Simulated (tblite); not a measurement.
C5H14AlAsO.
Atom-mapped SMILES: `[CH3:1][CH2:2][C@@H:3]([CH2:4][CH:5]=[O:6])[AsH2+:7][AlH3-:8]` (hydrogens: H9, H10, H11 on C1; H12, H13 on C2; H14 on C3; H15, H16 on C4; H17 on C5; H18, H19 on As7; H20, H21, H22 on Al8)
Bond orders are those of one Lewis drawing.

Computed with GFN2-xTB (tblite), gas phase: L-BFGS steps from a force-field or distance-geometry start until the largest atomic force falls under 0.01 eV/Å.

The end geometry, which sets the zero of energy:
```
atom  x, y, z in Å
C1     -2.0546   -1.8922   -0.2245
C2     -1.2270   -0.9536    0.6439
C3     -0.6906    0.2319   -0.1582
C4     -0.2193    1.3620    0.7573
C5      0.3339    2.4937   -0.0451
O6      0.5077    2.4423   -1.2358
As7     0.8784   -0.2286   -1.3053
Al8     2.8677    0.0361    0.2940
H9     -2.9481   -1.3876   -0.5872
H10    -2.3603   -2.7684    0.3417
H11    -1.4724   -2.2246   -1.0862
H12    -1.8527   -0.5855    1.4634
H13    -0.3860   -1.5002    1.0857
H14    -1.4913    0.6270   -0.7974
H15     0.5925    0.9950    1.4055
H16    -1.0153    1.7358    1.4093
H17     0.5624    3.4157    0.5183
H18     0.2184   -0.1368   -2.6421
H19     0.7210   -1.7241   -1.2869
H20     2.9402    1.5824    0.5660
H21     3.9986   -0.6866   -0.5068
H22     2.0863   -0.8142    1.3895
```

Task: These geometries come from the run, each turned onto the end geometry. Order them by energy, lowest first.
A.
```
atom  x, y, z in Å
C1     -1.7354   -2.0232   -0.2623
C2     -1.3676   -0.9197    0.7376
C3     -0.8324    0.2922   -0.0189
C4     -0.4767    1.4513    0.9057
C5      0.0842    2.5874    0.1097
O6      0.2167    2.5668   -1.0844
As7     0.8093   -0.1828   -1.0563
Al8     3.1128   -0.2603    0.0504
H9     -1.8255   -1.5803   -1.2560
H10    -2.6798   -2.5034   -0.0278
H11    -0.9523   -2.7808   -0.3011
H12    -2.2490   -0.6150    1.3101
H13    -0.6121   -1.2703    1.4488
H14    -1.5964    0.6416   -0.7138
H15     0.2647    1.1484    1.6568
H16    -1.3553    1.8182    1.4447
H17     0.3857    3.4771    0.6855
H18     0.5739    0.4504   -2.3688
H19     0.3947   -1.4759   -1.6763
H20     3.6134    1.1047   -0.5882
H21     3.5869   -1.6501   -0.5677
H22     2.6299   -0.2566    1.5714
```
B.
```
atom  x, y, z in Å
C1     -1.8937   -1.9470   -0.2386
C2     -1.1872   -0.9209    0.6387
C3     -0.7394    0.3030   -0.1607
C4     -0.4004    1.4657    0.7728
C5      0.1640    2.6260    0.0218
O6      0.3937    2.6119   -1.1585
As7     0.8853   -0.0518   -1.2725
Al8     2.9400   -0.2156    0.2317
H9     -2.8401   -1.5478   -0.5978
H10    -2.0915   -2.8577    0.3215
H11    -1.2770   -2.2013   -1.1029
H12    -1.8703   -0.6093    1.4365
H13    -0.3053   -1.3717    1.1080
H14    -1.5496    0.6204   -0.8276
H15     0.3627    1.1462    1.4969
H16    -1.2692    1.8062    1.3468
H17     0.3745    3.5264    0.6263
H18     0.2252   -0.0273   -2.6120
H19     0.8238   -1.5550   -1.2279
H20     3.5449    1.2226    0.2062
H21     3.6338   -1.4079   -0.5144
H22     2.0652   -0.5956    1.5048
```
C.
```
atom  x, y, z in Å
C1     -1.8246   -2.0347   -0.2339
C2     -1.2971   -0.9102    0.6539
C3     -0.7808    0.3036   -0.1232
C4     -0.4359    1.4433    0.8405
C5      0.1721    2.6096    0.1390
O6      0.5764    2.5841   -0.9925
As7     0.8506   -0.0787   -1.2355
Al8     3.0426   -0.1731    0.1004
H9     -2.4075   -1.6284   -1.0577
H10    -2.4608   -2.7013    0.3440
H11    -1.0071   -2.6223   -0.6457
H12    -2.1127   -0.5813    1.3036
H13    -0.5066   -1.3013    1.3023
H14    -1.5662    0.6603   -0.8020
H15     0.3105    1.1030    1.5705
H16    -1.3007    1.7937    1.4103
H17     0.2243    3.5442    0.7245
H18     0.2581    0.2263   -2.5737
H19     0.6331   -1.5442   -1.4486
H20     3.7954    1.1554   -0.2202
H21     3.5587   -1.5077   -0.5514
H22     2.2675   -0.3208    1.4943
```
D.
```
atom  x, y, z in Å
C1     -2.0303   -1.8969   -0.2182
C2     -1.2046   -0.9510    0.6444
C3     -0.6850    0.2401   -0.1611
C4     -0.2269    1.3788    0.7517
C5      0.3083    2.5197   -0.0494
O6      0.4828    2.4734   -1.2397
As7     0.8768   -0.2065   -1.3232
Al8     2.8576   -0.0048    0.3033
H9     -2.9118   -1.3890   -0.6051
H10    -2.3543   -2.7565    0.3627
H11    -1.4416   -2.2568   -1.0639
H12    -1.8295   -0.5896    1.4677
H13    -0.3575   -1.4925    1.0806
H14    -1.4951    0.6216   -0.7967
H15     0.5944    1.0261    1.3949
H16    -1.0247    1.7411    1.4087
H17     0.5264    3.4432    0.5159
H18     0.1941   -0.1181   -2.6476
H19     0.7249   -1.7019   -1.3059
H20     2.9615    1.5361    0.5909
H21     3.9756   -0.7537   -0.4937
H22     2.0485   -0.8430    1.3828
```
E.
```
atom  x, y, z in Å
C1     -2.0222   -1.8759   -0.2151
C2     -1.1893   -0.9463    0.6576
C3     -0.6799    0.2472   -0.1512
C4     -0.2753    1.4161    0.7504
C5      0.1589    2.5828   -0.0734
O6      0.4044    2.5116   -1.2487
As7     0.9213   -0.1741   -1.2673
Al8     2.9382   -0.1389    0.3176
H9     -2.9438   -1.3862   -0.5275
H10    -2.2793   -2.7870    0.3213
H11    -1.4620   -2.1463   -1.1134
H12    -1.8113   -0.5945    1.4871
H13    -0.3395   -1.4970    1.0768
H14    -1.4842    0.5990   -0.8104
H15     0.5888    1.1327    1.3738
H16    -1.0825    1.7268    1.4205
H17     0.2417    3.5459    0.4609
H18     0.3062   -0.0416   -2.6232
H19     0.7664   -1.6700   -1.3036
H20     3.1589    1.3979    0.5396
H21     3.9438   -0.9899   -0.5246
H22     2.1300   -0.8928    1.4519
```

Result: D (0.002 eV), E (0.023 eV), B (0.061 eV), C (0.145 eV), A (0.346 eV).

In the order of the answer:

```tsv
step	E above end (eV)	largest force (eV/Å)	rms force component (eV/Å)	rms distance from end (Å)	rms bond change (Å)	bond most changed (Å)
141	0.002	0.04	0.010	0.037	0.001	As7–Al8 +0.005
108	0.023	0.07	0.025	0.149	0.002	Al8–H22 -0.008
75	0.061	0.06	0.019	0.308	0.004	As7–Al8 -0.014
53	0.145	0.11	0.041	0.480	0.006	C3–As7 +0.014
10	0.346	0.28	0.081	0.656	0.010	Al8–H21 +0.030
```

The cost below is that of the whole relaxation. Time: 2.8 s wall. Hardware: one thread of an Arm Neoverse N1, no GPU, on a shared host.
